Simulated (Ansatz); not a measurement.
`C[SiH](S)C=O` + CH₃OH → `C[SiH](S)CO` + `C=O`  (formal exchange of groups at the Si–C bond)

Program: Ansatz. Geometries: PBE0-D4/def2-TZVP. ΔE: electronic, gas phase. CBS: MP2 limit from def2 TZ/QZ plus the TZ coupled-cluster correction, frozen cores. This one scheme is used for every species. DFT in def2-TZVPP. B3LYP here is the variant with VWN-RPA as its local correlation; programs differ in this. One conformer a species, not always the lowest.

```
             level  ΔE (eV)
         r2SCAN-D4    -0.01
             B3LYP     0.03
     HF/def2-TZVPP     0.05
    MP2/def2-TZVPP    -0.06
   CCSD/def2-TZVPP    -0.03
CCSD(T)/def2-TZVPP    -0.04
    MP2/def2-QZVPP    -0.05
SCS-MP2/def2-QZVPP    -0.02
```

Q: What does CCSD(T)/CBS give? (Estimate.)

A: The calculation gave: -0.03 eV. The listed levels differ from it by 0.02, 0.06, 0.08, -0.03, 0.00, -0.01, -0.02, 0.01 eV.

Largest T1 diagnostic among the species: 0.015.

In def2-TZVPP, CCSD(T) changes the Hartree–Fock value by −0.09 eV (the triples alone add −0.01 eV) and MP2 by −0.11 eV. The D4 term adds −0.04 eV with B3LYP and −0.02 eV with PBE0; it sums over pairs of atoms, weighted by their polarisabilities, and B3LYP, whose exchange is more repulsive, gets the larger term.
